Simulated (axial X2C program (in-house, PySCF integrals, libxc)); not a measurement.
## SbBr along the bond: PBE0, with spin–orbit coupling

Calculated with an in-house relativistic program for diatomic molecules. Two-component (2c) means X2C with spin–orbit coupling and atomic mean-field two-electron Coulomb and Gaunt terms. Basis: Sb dyall-cv3z [11s12p8d4f1g], Br dyall-cv3z [8s9p6d4f1g] (cores contracted in-house); Gaussian nuclei, density fitting, unrestricted open shells. Masses: Sb 120.904 u, Br 78.918 u.

State: Ω = 1 (⟨Sz⟩ = 0.99, ⟨Lz⟩ = 0.01 at PBE0). Dipoles are positive if Br is the positive end.

Results along the bond:

```json
{"R (Å)": "2.173", "μ (D)": "-0.151", "HOMO (eV)": "-5.58", "LUMO (eV)": "-2.75"}
{"R (Å)": "2.273", "μ (D)": "-0.669", "HOMO (eV)": "-5.76", "LUMO (eV)": "-2.90"}
{"R (Å)": "2.348", "μ (D)": "-1.059", "HOMO (eV)": "-5.89", "LUMO (eV)": "-3.01"}
{"R (Å)": "2.423", "μ (D)": "-1.449", "HOMO (eV)": "-6.02", "LUMO (eV)": "-3.12"}
{"R (Å)": "2.498", "μ (D)": "-1.833", "HOMO (eV)": "-6.14", "LUMO (eV)": "-3.23"}
{"R (Å)": "2.585", "μ (D)": "-2.272", "HOMO (eV)": "-6.27", "LUMO (eV)": "-3.35"}
{"R (Å)": "2.673", "μ (D)": "-2.698", "HOMO (eV)": "-6.40", "LUMO (eV)": "-3.46"}
{"R (Å)": "2.785", "μ (D)": "-3.221", "HOMO (eV)": "-6.55", "LUMO (eV)": "-3.62"}
{"R (Å)": "2.923", "μ (D)": "-3.811", "HOMO (eV)": "-6.72", "LUMO (eV)": "-3.82"}
{"R (Å)": "3.123", "μ (D)": "-4.520", "HOMO (eV)": "-6.90", "LUMO (eV)": "-4.17"}
```

One determinant describes the state; a PBE0 search over occupations chose it and may have missed a lower one. Density functionals use the spin component along the axis (collinear). PBE0 can misorder states that lie within some tenths of an eV, so this need not be the ground state of the molecule. The nearest other 2c determinant of the search, Ω = 0, lies 0.37 eV up at the distance of the search. With several unpaired electrons one determinant need not be a pure state. Open-shell Ω = 0 determinants with evenly filled partner blocks cannot be reached by this program, so the Ω shown need not be the lowest component. This is the Ω = 1 component of a π² triplet; the 0⁺ component is not one determinant and can lie lowest.
